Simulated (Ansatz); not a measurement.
`[OH][Ge]([F])([F])[SH]` + H–F → `[F][Ge]([F])([F])[SH]` + H₂O at 500 K and 1 bar (ligand exchange at a Ge–O bond).

Calculated with Ansatz (gas phase, PBE0-D4/def2-TZVP geometries, no zero-point term in ΔE). CCSD(T)/CBS is the MP2 limit (def2-TZVPP, def2-QZVPP) plus CCSD(T) − MP2 in def2-TZVPP, frozen cores. This one scheme is used for every species. For Ge outer-core shells are correlated without core-valence functions, which leaves a few kJ/mol of doubt a bond. Scalar relativity is left out up to krypton. Each species was taken in one conformer, which may not be the lowest.

```tsv
species	CCSD(T)/CBS energy (Eh)	H − E (kJ/mol)	S (J/(mol·K))
`[OH][Ge]([F])([F])[SH]`	-2749.98567	119.7	422.2
H–F	-100.39570	39.4	188.7
`[F][Ge]([F])([F])[SH]`	-2774.00787	85.9	408.5
H₂O	-76.37941	73.2	206.3
```

H − E and S are ideal-gas, rigid-rotor, harmonic terms from PBE0-D4/def2-TZVP, for one conformer and one mirror image of each species. 1 Eh = 2625.50 kJ/mol, R = 8.31446 J/(mol·K).

**Question.** By hand: ΔE, ΔH, ΔS and ΔG.

**Answer.** ΔE = (-2774.00787) + (-76.37941) − (-2749.98567) − (-100.39570) = -0.00591 Eh = -15.5 kJ/mol. Δ(H − E) = 85.9 + 73.2 − 119.7 − 39.4 = 0.0, so ΔH = -15.5 kJ/mol. ΔS = 408.5 + 206.3 − 422.2 − 188.7 = 3.9 J/(mol·K). ΔG = -15.5 − 500 × (3.9)/1000 = -17.4 kJ/mol.

**Question.** By hand: the equilibrium constant, and the temperature at which ΔG would vanish if ΔH and ΔS stayed fixed.

**Answer.** log₁₀ K = −ΔG/(RT ln 10) = 1.8. ΔH and −TΔS have one sign here, so there is no such temperature. One of them is within its doubt of zero, so this could turn.

The number of gas molecules stays the same, so ΔS is small and ΔH decides. A doubt of 5 kJ/mol in ΔE shifts log₁₀ K by 0.5 here. Other conformers and mirror images would add mixing entropy, several J/(mol·K) or more a flexible species. These are equilibria of isolated gas molecules and say nothing of rates. Largest T1 diagnostic: 0.012 (customary marks: 0.02 for closed shells, 0.045 for open ones).
